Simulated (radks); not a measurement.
Q: The mean radii <r> (bohr) of the occupied orbitals of an atom or ion are listed with their occupations. Calculated with a radial shooting solver on a logarithmic mesh with Libxc functionals: non-relativistic Kohn-Sham, PBE, spin-unpolarised, spherical densities, point nucleus.

orbital  occ.      <r>
1s          2  0.04245
2s          2   0.1878
2p          6   0.1619
3s          2   0.5413
3p          6   0.5450
3d         10   0.5527
4s          2    1.529
4p          4    1.750
6s          1    8.369

Name the element and its charge.

A: Z = 36, krypton, charge +1: Kr+ in [Ar] 3d10 4s2 4p4 6s1. The 1s radius gives Z: for a bare nucleus <r> = 1.5/Z, 0.04167 bohr for Z = 36, and screening makes it slightly larger (0.04245 here). The occupations add up to 35, and the charge is Z minus that.
